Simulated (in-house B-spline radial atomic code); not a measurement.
Ionising Zr⁵⁺ with different functionals

Computed with a radial B-spline atomic code at the basis-set limit: scalar-relativistic (spin-free X2C) Hamiltonian, Fermi nucleus of rms radius 4.2694 fm, spin-polarised at highest spin, spherical fractional occupations for the functionals, and exact exchange of hybrids averaged over the configuration. The ionisation energy is the difference of two self-consistent energies, [Ar] 3d10 4s2 4p5 → [Ar] 3d10 4s2 4p4, without Breit or QED terms; ε is the level of the shell that loses the electron (its least bound occupied spin orbital). There is no spin-orbit coupling in this Hamiltonian.

```json
{"method": "PBE0", "rung": "global hybrid", "ΔSCF (eV)": "?", "-ε(4p) (eV)": "?"}
{"method": "B3LYP", "rung": "global hybrid", "ΔSCF (eV)": "96.72", "-ε(4p) (eV)": "90.36"}
{"method": "TPSSh", "rung": "global hybrid", "ΔSCF (eV)": "96.73", "-ε(4p) (eV)": "89.60"}
{"method": "BHandHLYP", "rung": "global hybrid", "ΔSCF (eV)": "?", "-ε(4p) (eV)": "?"}
{"method": "r2SCAN0", "rung": "global hybrid", "ΔSCF (eV)": "96.84", "-ε(4p) (eV)": "91.10"}
{"method": "B97-1", "rung": "global hybrid", "ΔSCF (eV)": "96.61", "-ε(4p) (eV)": "90.39"}
{"method": "HSE06", "rung": "range-separated hybrid", "ΔSCF (eV)": "96.61", "-ε(4p) (eV)": "90.30"}
{"method": "wB97X", "rung": "range-separated hybrid", "ΔSCF (eV)": "96.46", "-ε(4p) (eV)": "93.26"}
{"method": "CAM-B3LYP", "rung": "range-separated hybrid", "ΔSCF (eV)": "96.70", "-ε(4p) (eV)": "92.30"}
{"method": "LC-wPBE", "rung": "range-separated hybrid", "ΔSCF (eV)": "96.73", "-ε(4p) (eV)": "93.82"}
```

What does BHandHLYP give?

ΔSCF 96.52 eV, and -ε(4p) = 92.78 eV.

What does PBE0 give?

ΔSCF 96.65 eV, and -ε(4p) = 90.78 eV.

Among the functionals, which spreads more, the ΔSCF values or the orbital energies?

The orbital energies: ΔSCF values span about 0.38 eV and the orbital energies 4.22 eV; here energy differences depend much less on the functional than eigenvalues do.

How do they compare with the NIST value?

NIST lists 96.38 eV ± 0.04 (semi-empirical, ground level to ground level). Errors run from +0.08 to +0.46 eV; wB97X is closest (+0.08 eV), but part of that can be cancellation, since the calculations leave out spin-orbit coupling, Breit-QED terms, multiplet and fine-structure energies.
